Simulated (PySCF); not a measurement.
[Sm(H2O)]2+ relaxed at several levels

Computed with PySCF 2.14.0, def2-SVP on the ligands, density fitting, scalar-relativistic core potentials, no spin-orbit coupling, vacuum. Each row is relaxed at its own level from the same template. Distances are means of the shortest metal–ligand contacts, charges and spins Mulliken's; removal energies are rigid, with the ligand's formal charge and no counterpoise, so too large; for an anion taken off a cation in vacuum most of it is the attraction of opposite charges, and multiply charged cations can part far more cheaply with an electron moved from ligand to metal. lcecp potentials hold a fixed number of 4f electrons in the core, out of states, spins and gaps.

| level | basis on the metal | point group | M–H2O (Å) | charge on M (e) | removal of one H2O (eV) | strongest infrared band, degenerate modes summed (cm⁻¹) | unstable modes (below −25 cm⁻¹) |
| --- | --- | --- | --- | --- | --- | --- | --- |
| PBE0 | lcecp-0-SVP with ECP52 | C2v | 2.441 | 1.78 | 2.40 | 574 | 0 |

Problem. What does the calculation give for PBE, lcecp-0-SVP with ECP52?

Solution. point group: C2v, M–H2O (Å): 2.442, charge on M (e): 1.74, removal of one H2O (eV): 2.49, strongest infrared band, degenerate modes summed (cm⁻¹): 543, unstable modes (below −25 cm⁻¹): 0.
```xyz
4

Sm    0.0000    0.0000   -0.1387
O     0.0000    0.0000    2.3029
H     0.7731    0.0000    2.9168
H    -0.7731    0.0000    2.9168
```

One start shape was tried for each, so a minimum needn't be the lowest isomer.
